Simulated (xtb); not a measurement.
F2Si, charge +1, doublet, at a GFN2-xTB geometry (a state made from the parent by changing its charge; the spin is typed, not shown lowest); xtb 6.7.1 with GFN0-xTB with ALPB(ether).

The xtb input:
```
$ xtb mol.xyz --gfn 0 --chrg 1 --uhf 1 --alpb ether --json

# file mol.xyz
3

F     -1.31551725    -0.40462820     0.01044998
Si    -0.01740213     0.44992730     0.03735713
F      1.34258723    -0.29525872    -0.06856107
```

Output, abridged:

```
   ID    Z sym.   atoms
    1    9 F      1, 3
    2   14 Si     2

           -------------------------------------------------
          |                Calculation Setup                |
           -------------------------------------------------

           -------------------------------------------------
          |                 G F N 0 - x T B                 |
           -------------------------------------------------

      * Solvation model:               ALPB
        Solvent                        ether
        Parameter file                 internal GFN-FF/ALPB
        Dielectric constant                4.3300E+00
        Reference state                gsolv [1 M gas/solution]
        Free energy shift                  6.7832E-03 Eh       4.2565E+00 kcal/mol
        Temperature                        2.9815E+02 K
        Density                            7.1300E-01 kg/L
        Solvent mass                       7.4120E+01 g/mol
        Interaction kernel             P16
        Born radius scaling (c1)           1.8092E+00
        Born radii integrator          GBOBC
        Born offset                        0.0000E+00 a0       0.0000E+00 AA
        H-bond correction              true
        Ion screening                  false
        Surface tension                    1.0000E-05 Eh       1.5569E+01 dyn/cm
        Grid points                               230 per atom

          ...................................................
          :                      SETUP                      :
          :.................................................:
          :  # basis functions                  18          :
          :  # atomic orbitals                  17          :
          :  # shells                            7          :
          :  # electrons                        17          :
          :  electronic temp.          300.0000000     K    :
          :  accuracy                    1.0000000          :
          :  -> integral cutoff          0.2500000E+02      :
          :  -> integral neglect         0.1000000E-07      :
          ...................................................

         :::::::::::::::::::::::::::::::::::::::::::::::::::::
         ::                     SUMMARY                     ::
         :::::::::::::::::::::::::::::::::::::::::::::::::::::
         :: total energy              -7.686099403529 Eh    ::
         :: total w/o Gsasa/hb        -7.689745073999 Eh    ::
         :: gradient norm              0.072218574264 Eh/a0 ::
         :: HOMO-LUMO gap              1.486256875558 eV    ::
         ::.................................................::
         :: H0 energy                 -9.077934089608 Eh    ::
         :: repulsion energy           0.064816334339 Eh    ::
         :: electrostat energy         1.327309298522 Eh    ::
         :: -> Gsolv                   0.000000000000 Eh    ::
         ::    -> Gsasa               -0.003137540994 Eh    ::
         ::    -> Gshift               0.006783211464 Eh    ::
         :: dispersion energy         -0.000290946783 Eh    ::
         :: short-range corr.          0.000000000000 Eh    ::
         :: add. restraining           0.000000000000 Eh    ::
         :: total charge               1.000000000000 e     ::
         :::::::::::::::::::::::::::::::::::::::::::::::::::::

           -------------------------------------------------
          |                Property Printout                |
           -------------------------------------------------

    * Orbital Energies and Occupations

         #    Occupation            Energy/Eh            Energy/eV
      -------------------------------------------------------------
         1        2.0000           -0.8360737             -22.7507
         2        2.0000           -0.8082132             -21.9926
         3        2.0000           -0.4686626             -12.7530
         4        2.0000           -0.4588816             -12.4868
         5        2.0000           -0.4508120             -12.2672
         6        2.0000           -0.4504430             -12.2572
         7        2.0000           -0.4455450             -12.1239
         8        2.0000           -0.4430707             -12.0566
         9        1.0000           -0.3545308              -9.6473 (HOMO)
        10                         -0.2999119              -8.1610 (LUMO)
        11                         -0.1772582              -4.8234
        12                         -0.1764998              -4.8028
        13                         -0.0619899              -1.6868
        14                         -0.0340706              -0.9271
        15                         -0.0190200              -0.5176
        16                          0.5789520              15.7541
        17                          0.6396584              17.4060
      -------------------------------------------------------------
                  HL-Gap            0.0546189 Eh            1.4863 eV
             Fermi-level            0.0000000 Eh            0.0000 eV

     #   Z          covCN         q      C6AA      α(0)
     1   9 F        0.705    -0.064     9.978     3.640
     2  14 Si       1.411     1.127   187.726    28.745
     3   9 F        0.705    -0.064     9.978     3.640

 Mol. C6AA /au·bohr⁶  :        375.653540
 Mol. C8AA /au·bohr⁸  :      19288.596877
 Mol. α(0) /au        :         36.024045

Wiberg/Mayer (AO) data.
largest (>0.10) Wiberg bond orders for each atom

 ---------------------------------------------------------------------------
     #   Z sym  total        # sym  WBO       # sym  WBO       # sym  WBO
 ---------------------------------------------------------------------------
     1   9 F    1.284 --     2 Si   1.261
     2  14 Si   2.522 --     3 F    1.261     1 F    1.261
     3   9 F    1.284 --     2 Si   1.261
 ---------------------------------------------------------------------------

Topologies differ in total number of bonds
Writing topology from bond orders to xtbtopo.mol

 dipole moment from electron density (au)
     X       Y       Z
  -0.0646   1.6700   0.1387  total (Debye):    4.262

           -------------------------------------------------
          | TOTAL ENERGY               -7.686099403529 Eh   |
          | GRADIENT NORM               0.072218574264 Eh/α |
          | HOMO-LUMO GAP               1.486256875558 eV   |
           -------------------------------------------------

normal termination of xtb
```
